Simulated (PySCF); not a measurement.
Ionisation energy along the 16-electron series

Calculated with PySCF 2.14 and a two-component X2C-1e Hamiltonian (Gaussian nucleus, no Breit or QED terms), each ion in its own even-tempered basis scaled to its charge; GMP2 freezes 1s2 and drops the highest virtual spinors. Values in eV. NIST values: (m) measured, (s) semi-empirical, (t) theoretical.

```
    ion  configuration  GHF (spin-free)  GMP2 (spin-free)  GHF (screened spin-orbit)  GMP2 (screened spin-orbit)          NIST
In(33+)   [Ne] 3s2 3p4           2118.9            2120.0                     2114.6                      2114.8  2111 ± 3 (s)
Sn(34+)   [Ne] 3s2 3p4           2236.6            2237.8                     2231.1                      2231.3  2227 ± 3 (s)
Sb(35+)   [Ne] 3s2 3p4           2357.5            2358.7                     2350.6                      2350.9  2349 ± 5 (t)
```

Between Z = 49 and Z = 51 the GMP2 (screened spin-orbit) value grows as Z to the power 2.64.
